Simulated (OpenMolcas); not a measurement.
# 5d along the 69-electron sequence

```json
{
  "Program": "OpenMolcas",
  "Method": "CASSCF",
  "Basis": "ANO-RCC-VTZP",
  "Scalar Hamiltonian": "DKH2, point nucleus",
  "Spin-orbit coupling": "RASSI with atomic mean-field integrals over the reference wave functions, term energies averaged over their components"
}
```

Active space for each ion: 1 electron in 10 orbitals (5d 6d).

Computed levels in cm-1 above 2D 3/2:

| Level | Ta4+ | W5+ | Re6+ | Os7+ |
| --- | --- | --- | --- | --- |
| 2D 5/2 | 6757 | 8927 | 11160 | 13948 |
| weight of 2D in the lowest level (%) | 100 | 100 | 100 | 100 |

Measured, with the error of the calculation in %. Measured levels: W5+ from the list in J. Phys. B 45, 035002 (2012).

```
 Level          W5+
2D 5/2  8709 (+2.5)
```

The fine-structure level 2D 5/2 changes by a factor of 2.06 from Ta4+ to Os7+. Its fourth root runs 9.07, 9.72, 10.28, 10.87, with steps per unit of Z of 0.65, 0.56, 0.59; equal steps would mean a (Z - σ)^4 law with constant σ.

With one active electron outside closed inactive shells, the extra shells (6d) add no correlation to the reference. With one active electron the reference holds no correlation, so core polarisation is missing. Measured partners are found by configuration, term and J. A level has none where our copy of the source lacks it or the pairing is in doubt (some pairs that miss far off the trend of their configuration count as doubtful), and it then counts in no deviation. Levels of configurations outside the active space are missing.
